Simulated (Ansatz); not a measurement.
A nudged elastic band was laid between two geometries of CH₂AlFO (6 atoms, charge 0, multiplicity 1).

Method: RKS B3LYP/def2-SVP (Ansatz 0.2.0).

```yaml
movable_images: 5
climbing_image: yes
spring: 5.0 eV/Å²
optimiser: quadratic models (default)
start_path: through a guess of the saddle point
force_threshold: 0.05 eV/Å
iteration_limit: 60
end_points: relaxed
```

Initial state:

```xyz
6
Properties=species:S:1:pos:R:3
F -0.447 -2.604 0.640
Al -0.206 -1.024 0.229
C 0.327 0.767 -0.041
O -0.883 0.204 -0.743
H 1.127 1.068 -0.735
H 0.083 1.588 0.650
```

Final state:

```xyz
6
Properties=species:S:1:pos:R:3
F -0.367 -1.996 0.723
Al -0.265 -0.330 0.724
C 0.662 0.477 -0.778
O -0.569 0.444 -1.043
H 1.337 0.897 -1.558
H -0.799 0.508 1.932
```

What changes between the two ends?

Bonds broken: C3–H6. Bonds formed: Al2–H6.

Give the energies along the band, and the barrier.

The forces met the threshold. The highest image is number 3 of 0 to 6, 2.06 eV above the first end and 2.39 eV above the last; the last end lies 0.34 eV below the first. Neighbouring images differ by up to 1.3 eV, so the band resolves the path poorly. A vibrational analysis at the climbing image gives one clearly imaginary mode, 1074i cm⁻¹: a first-order saddle point. The orbitals stay closed-shell, which can raise the energy where a bond breaks towards radicals; this wasn't checked here.

```
image  path coordinate (Å)  energy (eV)  C3–H6 (Å)  Al2–H6 (Å)
    0                 0.00         0.00       1.10        2.66
    1                 0.50         0.16       1.10        2.47
    2                 0.99         0.75       1.14        2.12
    3                 1.49         2.06       1.57        1.79
    4                 2.17         0.79       2.25        1.58
    5                 2.85        -0.07       2.73        1.55
    6                 3.53        -0.34       3.08        1.56
```

What is the geometry of the highest image?


```xyz
6
Properties=species:S:1:pos:R:3:forces:R:3
F -0.541 -2.281 1.038 -0.02 0.00 -0.01
Al -0.242 -0.845 0.293 0.04 0.01 0.02
C 0.492 0.564 -0.531 -0.01 0.00 0.00
O -0.767 0.249 -1.039 0.00 0.00 0.00
H 0.929 1.550 -0.744 0.00 0.00 0.00
H 0.130 0.763 0.982 -0.01 -0.01 -0.02
```

The band took 14 iterations and of the order of 2.5 core-minutes.

Time of the run: 2.5 min on 1 thread of Arm Neoverse V1 (shared host), peak memory 0.13 GiB.
